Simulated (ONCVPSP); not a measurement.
palladium (Pd): ONCV pseudisation with PBE, fully relativistic reference atom.

ONCVPSP 4.0.1 was run on this input:

```
# ATOM AND REFERENCE CONFIGURATION
# atsym  z   nc   nv     iexc    psfile
  Pd 46.00    6    3        4      upf
#
#   n    l    f
    1    0    2.00
    2    0    2.00
    2    1    6.00
    3    0    2.00
    3    1    6.00
    3    2   10.00
    4    0    2.00
    4    1    6.00
    4    2    9.50
#
# PSEUDOPOTENTIAL AND OPTIMIZATION
# lmax
    2
#
#   l,   rc,      ep,       ncon, nbas, qcut
    0    1.60    0.00    4    8    9.50
    1    1.65    0.00    4    8    8.90
    2    1.75    0.00    4    9   10.40
#
# LOCAL POTENTIAL
# lloc, lpopt,  rc(5),   dvloc0
    4    5    1.55    0.00
#
# VANDERBILT-KLEINMAN-BYLANDER PROJECTORs
# l, nproj, debl
    0    2    0.30
    1    2    4.00
    2    2    0.90
#
# MODEL CORE CHARGE
# icmod, fcfact, rcfact
    3    4.00    1.55
#
# LOG DERIVATIVE ANALYSIS
# epsh1, epsh2, depsh
   -5.00    5.00    0.04
#
# OUTPUT GRID
# rlmax, drl
    6.00    0.01
#
# TEST CONFIGURATIONS
# ncnf
    4
# nvcnf
#   n    l    f
    3
    4    0    2.00
    4    1    6.00
    4    2   10.00
#
    3
    4    0    2.00
    4    1    6.00
    4    2    9.00
#
    3
    4    0    2.00
    4    1    6.00
    4    2    8.00
#
    3
    4    0    1.00
    4    1    6.00
    4    2   10.00
#
```

Command:

```bash
oncvpspr.x < Pd.dat > Pd.out
```

The program printed (shortened: citation, most of the input echo, consistency checks and plot data are left out):

```
ONCVPSP  (Optimized Norm-Conservinng Vanderbilt PSeudopotential)
relativistic version 4.0.1

#   n    l    f        energy (Ha)
    1    0    2.00    -8.8778979D+02
    2    0    2.00    -1.2975032D+02
    2    1    6.00    -1.1450368D+02    -1.2036163D+02
    3    0    2.00    -2.3552091D+01
    3    1    6.00    -1.8826174D+01    -1.9847169D+01
    3    2   10.00    -1.2064691D+01    -1.2268249D+01
    4    0    2.00    -3.3289634D+00
    4    1    6.00    -2.0236285D+00    -2.1866417D+00
    4    2    9.50    -3.2449280D-01    -3.4128002D-01

Reference configufation results
  iterations    29
  all-electron total energy (Ha)   -5.04682194D+03

Begin loop to  construct optimized pseudo wave functions
and semi-local pseudopoentials for all angular momenta

WARNING wellstate: negative energy specified for n= 5 l=  0
WARNING scattering state with energy  0.25000000
WARNING will be used for the first projector

   Wellstate for l =  0  n =  6 kap= -1
     eigenvalue =   0.2500
     asymptotic potential =   0.7500
     half-point radius =  6.5777

Calculating optimized projector #   1

 for l=   0

    Fraction of norm inside rc  0.962471
    Optimizing pswf for qcut=   9.51 a_B^-1,  ecut=  45.22 Ha
    Residual kinetic energy error=  3.57D-08 Ha

    Energy error per electron        Cutoff
         Ha          eV             Ha
         0.01000     0.27211       20.61
         0.00100     0.02721       26.99
         0.00010     0.00272       32.20
         0.00001     0.00027       36.41

Calculating optimized projector #   2

 for l=   0

    Fraction of norm inside rc  0.042025
    Optimizing pswf for qcut=   9.51 a_B^-1,  ecut=  45.22 Ha
    Residual kinetic energy error=  2.54D-08 Ha

    Energy error per electron        Cutoff
         Ha          eV             Ha
         0.01000     0.27211       13.83
         0.00100     0.02721       23.36
         0.00010     0.00272       30.02
         0.00001     0.00027       35.42

   Wellstate for l =  1  n =  6 kap= -2
     eigenvalue =   1.9764
     asymptotic potential =   2.4764
     half-point radius =  3.1440

Calculating optimized projector #   1

 for l=   1

    Fraction of norm inside rc  0.926967
    Optimizing pswf for qcut=   8.90 a_B^-1,  ecut=  39.62 Ha
    Residual kinetic energy error=  5.19D-08 Ha

    Energy error per electron        Cutoff
         Ha          eV             Ha
         0.01000     0.27211       13.43
         0.00100     0.02721       16.92
         0.00010     0.00272       19.84
         0.00001     0.00027       28.63

Calculating optimized projector #   2

 for l=   1

    Fraction of norm inside rc  0.109483
    Optimizing pswf for qcut=   8.90 a_B^-1,  ecut=  39.62 Ha
    Residual kinetic energy error=  9.12D-07 Ha

    Energy error per electron        Cutoff
         Ha          eV             Ha
         0.01000     0.27211       12.32
         0.00100     0.02721       16.20
         0.00010     0.00272       27.82
         0.00001     0.00027       34.23

   Wellstate for l =  1  n =  6 kap=  1
     eigenvalue =   1.8134

Calculating optimized projector #   1

 for l=   1

    Fraction of norm inside rc  0.939393
    Optimizing pswf for qcut=   8.90 a_B^-1,  ecut=  39.62 Ha
    Residual kinetic energy error=  3.09D-08 Ha

    Energy error per electron        Cutoff
         Ha          eV             Ha
         0.01000     0.27211       14.71
         0.00100     0.02721       18.63
         0.00010     0.00272       21.81
         0.00001     0.00027       24.43

Calculating optimized projector #   2

 for l=   1

    Fraction of norm inside rc  0.118096
    Optimizing pswf for qcut=   8.90 a_B^-1,  ecut=  39.62 Ha
    Residual kinetic energy error=  8.30D-07 Ha

    Energy error per electron        Cutoff
         Ha          eV             Ha
         0.01000     0.27211       13.11
         0.00100     0.02721       17.03
         0.00010     0.00272       24.11
         0.00001     0.00027       33.60

   Wellstate for l =  2  n =  5 kap= -3
     eigenvalue =   0.5755
     asymptotic potential =   1.0755
     half-point radius =  3.9626

Calculating optimized projector #   1

 for l=   2

    Fraction of norm inside rc  0.702995
    Optimizing pswf for qcut=  10.41 a_B^-1,  ecut=  54.17 Ha
    Residual kinetic energy error=  2.98D-09 Ha

    Energy error per electron        Cutoff
         Ha          eV             Ha
         0.01000     0.27211       22.87
         0.00100     0.02721       29.89
         0.00010     0.00272       36.05
         0.00001     0.00027       41.17

Calculating optimized projector #   2

 for l=   2

    Fraction of norm inside rc  0.124388
    Optimizing pswf for qcut=  10.41 a_B^-1,  ecut=  54.17 Ha
    Residual kinetic energy error=  1.29D-09 Ha

    Energy error per electron        Cutoff
         Ha          eV             Ha
         0.01000     0.27211       20.08
         0.00100     0.02721       27.70
         0.00010     0.00272       34.27
         0.00001     0.00027       39.98

   Wellstate for l =  2  n =  5 kap=  2
     eigenvalue =   0.5587

Calculating optimized projector #   1

 for l=   2

    Fraction of norm inside rc  0.716066
    Optimizing pswf for qcut=  10.41 a_B^-1,  ecut=  54.17 Ha
    Residual kinetic energy error=  3.14D-09 Ha

    Energy error per electron        Cutoff
         Ha          eV             Ha
         0.01000     0.27211       23.20
         0.00100     0.02721       30.20
         0.00010     0.00272       36.32
         0.00001     0.00027       41.38

Calculating optimized projector #   2

 for l=   2

    Fraction of norm inside rc  0.121380
    Optimizing pswf for qcut=  10.41 a_B^-1,  ecut=  54.17 Ha
    Residual kinetic energy error=  1.41D-09 Ha

    Energy error per electron        Cutoff
         Ha          eV             Ha
         0.01000     0.27211       20.31
         0.00100     0.02721       27.95
         0.00010     0.00272       34.51
         0.00001     0.00027       40.21

Construct Vanderbilt / Kleinmman-Bylander projectors

B matrix Hermiticity error, ll=  0  kap= -1
   1   2   -3.3511D-04

  Orthonormal projector coefficients  8.1766E+00 -2.0834E-01

B matrix Hermiticity error, ll=  1  kap= -2
   1   2   -5.2178D-04

  Orthonormal projector coefficients  2.4656E+00 -3.1914E-01

B matrix Hermiticity error, ll=  1  kap=  1
   1   2   -5.5943D-04

  Orthonormal projector coefficients  2.1280E+00 -4.9971E-01

B matrix Hermiticity error, ll=  2  kap= -3
   1   2    9.3964D-05

  Orthonormal projector coefficients -2.2631E+00 -4.7838E-01

B matrix Hermiticity error, ll=  2  kap=  2
   1   2    9.6022D-05

  Orthonormal projector coefficients -2.3650E+00 -4.9965E-01

 Orthonormal scalar projector coefficients, l =  1
  2.3478E+00 -3.7394E-01 -2.4322E-04  8.6746E-05

 Orthonormal spin-orbit projector coefficients, l =  1
  3.4825E-01 -2.5827E-02  2.3370E-02 -3.5249E-04

 Orthonormal scalar projector coefficients, l =  2
 -2.3038E+00 -4.8689E-01 -8.2869E-06 -9.7012E-08

 Orthonormal spin-orbit projector coefficients, l =  2
  4.1196E-02  8.3213E-03 -2.6721E-04 -4.3753E-06

Model core correction analysis
  based on d2Exc/dn_idn_j

d2excae - all-electron derivatives

   -2.603361D-02   -2.298698D-02   -1.336713D-02
   -2.298705D-02   -2.124721D-02   -1.378160D-02
   -1.336723D-02   -1.378165D-02   -1.336983D-02

d2excps - pseudofunction derivatives with no core correction

   -4.044033D-02   -3.399538D-02   -1.870344D-02
   -3.399629D-02   -3.094251D-02   -1.952126D-02
   -1.870381D-02   -1.952140D-02   -1.888856D-02

rms 2nd derivative error    8.801771E-03

rmatch, rhocmatch    0.6285   23.8593

Teter function model core charge with specified parameters

d2excps - pseudofunction derivatives with core correction

   -2.821792D-02   -2.596156D-02   -1.609725D-02
   -2.596159D-02   -2.500042D-02   -1.744396D-02
   -1.609732D-02   -1.744399D-02   -1.811375D-02

rms 2nd derivative error    3.346493E-03

Pseudoatom total energy -128.763984

Diagnostic tests using Vanderbilt-Kleinman-Bylander pseudopotentials
  relativistic with J = L +/- 1/2 projectors

   l  kap   rcore       rmatch      e in        delta e    norm test   slope test

   0  -1   1.6076585   1.6564705  -3.3289634   0.0000002   1.0002648   1.0002477
   0  -1   1.6076585   1.6564705   0.2500000   0.0000164   1.0001619   1.0001619

   1  -2   1.6564705   1.7067645  -2.0236285  -0.0000007   1.0001845   1.0001892
   1   1   1.6564705   1.7067645  -2.1866417   0.0000025   1.0001942   1.0001888
   1  -2   1.6564705   1.7067645   1.9763715   0.0000527   1.0001716   1.0001716
   1   1   1.6564705   1.7067645   1.9506771   0.0000552   1.0001700   1.0001700

   2  -3   1.7585856   1.8119801  -0.3244928  -0.0000079   1.0000927   1.0001058
   2   2   1.7585856   1.8119801  -0.3412800  -0.0000011   1.0001008   1.0000843
   2  -3   1.7585856   1.8119801   0.5755072  -0.0000079   1.0002289   1.0002289
   2   2   1.7585856   1.8119801   0.5703572  -0.0000068   1.0002304   1.0002304

Diagnostic tests using Vanderbilt-Kleinman-Bylander pseudopotentials
  relativistic with scalar and spin-orbit non-local projectors

   l  kap   rcore       rmatch      e in        delta e    norm test   slope test

   0  -1   1.6076585   1.6564705  -3.3289634   0.0000002   1.0002648   1.0002477
   0  -1   1.6076585   1.6564705   0.2500000   0.0000164   1.0001619   1.0001619

   1  -2   1.6564705   1.7067645  -2.0236285   0.0000097   1.0001953   1.0002037
   1   1   1.6564705   1.7067645  -2.1866417   0.0000109   1.0002050   1.0002024
   1  -2   1.6564705   1.7067645   1.9763715   0.0001451   1.0001606   1.0001606
   1   1   1.6564705   1.7067645   1.9506771   0.0001539   1.0001604   1.0001604

   2  -3   1.7585856   1.8119801  -0.3244928  -0.0000060   1.0000928   1.0001100
   2   2   1.7585856   1.8119801  -0.3412800   0.0000000   1.0001006   1.0000863
   2  -3   1.7585856   1.8119801   0.5755072  -0.0000065   1.0002297   1.0002297
   2   2   1.7585856   1.8119801   0.5703572  -0.0000057   1.0002308   1.0002308

Ghost test for J = L + 1/2

 Testing for bound ghosts
   n   l    E NL Schr. Eq   E Basis Diag.   E Cutoff

   1   0       -3.328963       -3.328963    102.43

   2   1       -2.023629       -2.023627    110.97

   3   2       -0.324501       -0.322543    143.37

 Testing for highly-localized positive-energy ghosts
       l    <radius>/rc     E Basis Diag.   E Cutoff

Ghost test for J = L - 1/2

 Testing for bound ghosts
   n   l    E NL Schr. Eq   E Basis Diag.   E Cutoff

   1   0       -3.328963       -3.328963    102.43

   2   1       -2.186639       -2.186638    110.97

   3   2       -0.341281       -0.339586    143.37

 Testing for highly-localized positive-energy ghosts
       l    <radius>/rc     E Basis Diag.   E Cutoff

Test configuration 0

   n   l kap    f        eae           eps        diff
   1   0  -1  2.0000 -887.78979455
   2   0  -1  2.0000 -129.75032281
   2   1  -2  4.0000 -114.50367677
   2   1   1  2.0000 -120.36162565
   3   0  -1  2.0000  -23.55209056
   3   1  -2  4.0000  -18.82617357
   3   1   1  2.0000  -19.84716906
   3   2  -3  6.0000  -12.06469149
   3   2   2  4.0000  -12.26824851
   4   0  -1  2.0000   -3.32896341   -3.32896321    2.06E-07
   4   1  -2  4.0000   -2.02362850   -2.02362923   -7.31E-07
   4   1   1  2.0000   -2.18664169   -2.18663922    2.47E-06
   4   2  -3  5.7000   -0.32449280   -0.32450071   -7.91E-06
   4   2   2  3.8000   -0.34128002   -0.34128108   -1.06E-06

    Total energies and differences
      AE_ref= -5.04682194E+03  AE_tst= -5.04682194E+03  dif=  0.00E+00
      PS_ref= -1.28763984E+02  PS_tst= -1.28763984E+02  dif=  1.51E-12
      PSP excitation error= -1.51E-12

Test configuration 1

   n   l kap    f        eae           eps        diff
   1   0  -1  2.0000 -887.59625507
   2   0  -1  2.0000 -129.55597344
   2   1  -2  4.0000 -114.30940848
   2   1   1  2.0000 -120.16738464
   3   0  -1  2.0000  -23.35727345
   3   1  -2  4.0000  -18.63134762
   3   1   1  2.0000  -19.65236550
   3   2  -3  6.0000  -11.86986916
   3   2   2  4.0000  -12.07343301
   4   0  -1  2.0000   -3.13414646   -3.13432688   -1.80E-04
   4   1  -2  4.0000   -1.83005312   -1.83014323   -9.01E-05
   4   1   1  2.0000   -1.99270251   -1.99280771   -1.05E-04
   4   2  -3  6.0000   -0.14263974   -0.14264026   -5.18E-07
   4   2   2  4.0000   -0.15861910   -0.15861463    4.47E-06

    Total energies and differences
      AE_ref= -5.04682194E+03  AE_tst= -5.04694088E+03  dif= -1.19E-01
      PS_ref= -1.28763984E+02  PS_tst= -1.28882923E+02  dif= -1.19E-01
      PSP excitation error= -1.81E-07

Test configuration 2

   n   l kap    f        eae           eps        diff
   1   0  -1  2.0000 -888.01251174
   2   0  -1  2.0000 -129.97439625
   2   1  -2  4.0000 -114.72764223
   2   1   1  2.0000 -120.58555265
   3   0  -1  2.0000  -23.77613505
   3   1  -2  4.0000  -19.05022063
   3   1   1  2.0000  -20.07121341
   3   2  -3  6.0000  -12.28882259
   3   2   2  4.0000  -12.49238009
   4   0  -1  2.0000   -3.55101989   -3.55081801    2.02E-04
   4   1  -2  4.0000   -2.24354052   -2.24345799    8.25E-05
   4   1   1  2.0000   -2.40718090   -2.40706732    1.14E-04
   4   2  -3  5.4000   -0.53007339   -0.53008701   -1.36E-05
   4   2   2  3.6000   -0.54769696   -0.54769958   -2.62E-06

    Total energies and differences
      AE_ref= -5.04682194E+03  AE_tst= -5.04660573E+03  dif=  2.16E-01
      PS_ref= -1.28763984E+02  PS_tst= -1.28547775E+02  dif=  2.16E-01
      PSP excitation error= -4.42E-06

Test configuration 3

   n   l kap    f        eae           eps        diff
   1   0  -1  2.0000 -888.52902505
   2   0  -1  2.0000 -130.49518915
   2   1  -2  4.0000 -115.24816850
   2   1   1  2.0000 -121.10597673
   3   0  -1  2.0000  -24.29469071
   3   1  -2  4.0000  -19.56875243
   3   1   1  2.0000  -20.58982827
   3   2  -3  6.0000  -12.80785722
   3   2   2  4.0000  -13.01144774
   4   0  -1  2.0000   -4.05796450   -4.05731846    6.46E-04
   4   1  -2  4.0000   -2.74355637   -2.74331850    2.38E-04
   4   1   1  2.0000   -2.90922397   -2.90887207    3.52E-04
   4   2  -3  4.8000   -0.99633243   -0.99627757    5.49E-05
   4   2   2  3.2000   -1.01569014   -1.01560739    8.28E-05

    Total energies and differences
      AE_ref= -5.04682194E+03  AE_tst= -5.04584065E+03  dif=  9.81E-01
      PS_ref= -1.28763984E+02  PS_tst= -1.27782705E+02  dif=  9.81E-01
      PSP excitation error=  9.48E-06

Test configuration 4

   n   l kap    f        eae           eps        diff
   1   0  -1  2.0000 -888.18709965
   2   0  -1  2.0000 -130.10278554
   2   1  -2  4.0000 -114.85849546
   2   1   1  2.0000 -120.71754110
   3   0  -1  2.0000  -23.90117433
   3   1  -2  4.0000  -19.17491332
   3   1   1  2.0000  -20.19640877
   3   2  -3  6.0000  -12.41171076
   3   2   2  4.0000  -12.61537753
   4   0  -1  1.0000   -3.61607056   -3.62747048   -1.14E-02
   4   1  -2  4.0000   -2.29970762   -2.30597704   -6.27E-03
   4   1   1  2.0000   -2.46607002   -2.47334592   -7.28E-03
   4   2  -3  6.0000   -0.56433675   -0.56394413    3.93E-04
   4   2   2  4.0000   -0.58289720   -0.58256495    3.32E-04

    Total energies and differences
      AE_ref= -5.04682194E+03  AE_tst= -5.04357643E+03  dif=  3.25E+00
      PS_ref= -1.28763984E+02  PS_tst= -1.25512744E+02  dif=  3.25E+00
      PSP excitation error= -5.73E-03
```

The run took about 6.9 s on one core of a shared server CPU.
